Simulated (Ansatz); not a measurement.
Geometry optimisation, RKS B3LYP-D4/6-31G* in Ansatz 0.2.0.

Input:

```yaml
crystal:
  periodic: [false, false, false]
  atoms:
    - { symbol: Si, position_ang: [-0.76919, 1.5998, 0.58831] }
    - { symbol: C, position_ang: [0.02787, 0.09833, 0.19571] }
    - { symbol: B, position_ang: [0.65017, -1.06478, -0.11544] }
    - { symbol: S, position_ang: [1.47757, -2.58155, -0.49026] }
    - { symbol: H, position_ang: [-0.73913, 0.04746, 0.96851] }
    - { symbol: H, position_ang: [-0.54562, 2.43444, 1.77142] }
    - { symbol: H, position_ang: [0.90727, -2.7643, -1.67934] }
basis:
  gaussian: { orbitals: "6-31G*" }
hamiltonian:
  xc: b3lyp
  dispersion: d4
relax:
  f_tol: 0.02
  max_steps: 50
```

Run as:

```bash
$ ansatz run input.yaml --threads 1 --pin off --max-ram 2048MiB --backend cpu --events-out ev --progress --plain --runs-dir out
```

Task: Where does it end, and by what steps?

Result: The forces met the threshold. After 19 steps the energy has fallen by 2.382 eV; Si1 moved furthest, 1.00 Å. Parted: Si1–H5.

```tsv
step	energy less start (eV)	largest force component (eV/Å)	accepted
0	0.0000	3.494	yes
1	-1.0502	2.069	yes
2	-1.3640	0.762	yes
3	-1.5759	1.138	yes
4	-1.7781	1.220	yes
5	-2.0204	0.599	yes
6	-2.1307	0.557	yes
7	-2.1943	0.771	yes
8	-2.2637	0.385	yes
9	-2.3121	0.484	yes
10	-2.3453	0.574	yes
11	-2.3404	0.539	no
12	-2.3691	0.176	yes
13	-2.3738	0.071	yes
14	-2.3739	0.184	yes
15	-2.3567	0.227	no
16	-2.3798	0.026	yes
17	-2.3739	0.215	no
18	-2.3817	0.029	yes
19	-2.3818	0.019	yes
```

```xyz
7
Properties=species:S:1:pos:R:3
Si 0.074 1.469 0.063
C -0.221 -0.173 0.909
B 0.537 -1.057 0.143
S 1.610 -2.026 -0.854
H -0.849 -0.356 1.774
H -0.839 2.272 1.002
H 0.697 -2.358 -1.798
```

The run took 72 s on 1 thread of Arm Neoverse V1, on a shared host, peak memory 0.16 GiB.
